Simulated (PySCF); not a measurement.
# How the method changes the shape and vibrations of B2H2NO cation

These are calculations, not measurements. The program is PySCF 2.14.0, an open-source quantum chemistry code, run on an isolated molecule that a program drew, which may never have been made. The molecule is B2H2NO cation (charge +1, singlet), drawn as the SMILES string `[BH+]NB=O`.

The geometry was optimised and harmonic frequencies were computed with HF and MP2, all in the cc-pVDZ basis, for the commonest isotopes, with a restricted reference for singlets and an unrestricted one otherwise, and a frozen core in MP2. Each result is a local minimum of its method.

Geometry at the HF minimum:
```xyz
6
B2H2NO cation, angstrom
B    -1.0427    2.3550    0.2119
N    -0.7506    1.5931    1.2529
B     0.3989    0.7303    1.3995
O     1.3420    0.0377    1.4906
H    -1.3079    3.0319   -0.7062
H    -1.3929    1.6035    2.0440
```

Lengths of the bonds as drawn, in Å (atoms numbered as above):
| bond | HF | MP2 |
|---|---|---|
| B1-N2 | 1.323 | 1.333 |
| N2-B3 | 1.445 | 1.464 |
| B3-O4 | 1.174 | 1.212 |
| B1-H5 | 1.171 | 1.180 |
| N2-H6 | 1.019 | 1.034 |

Rotational constants, in GHz:
```
constant     HF    MP2
       A  58.25   55.8
       B  4.757  4.618
       C  4.398  4.265
```

Harmonic frequencies in cm^-1, each column in rising order, so a row needn't be the same motion in every method:
```
rank    HF   MP2
   1   186   166
   2   390   353
   3   511   436
   4   599   542
   5   786   743
   6   819   751
   7   940   875
   8  1278  1167
   9  1623  1555
  10  2275     ?
  11  2993  2910
  12  3616  3454
```

**Estimate the missing MP2 frequency from the HF column.**

A single factor s that minimises the squared misfit of MP2 against s times HF over the other rows is sum(HF x MP2) / sum(HF^2) = 0.9547, with an rms misfit of 32 cm^-1. For rank 10 it gives 0.9547 x 2275 = 2172 cm^-1. The calculation gives 2044 cm^-1, 128 cm^-1 below the estimate. The drawn bonds are on average 1.5 % longer in MP2 than in HF.
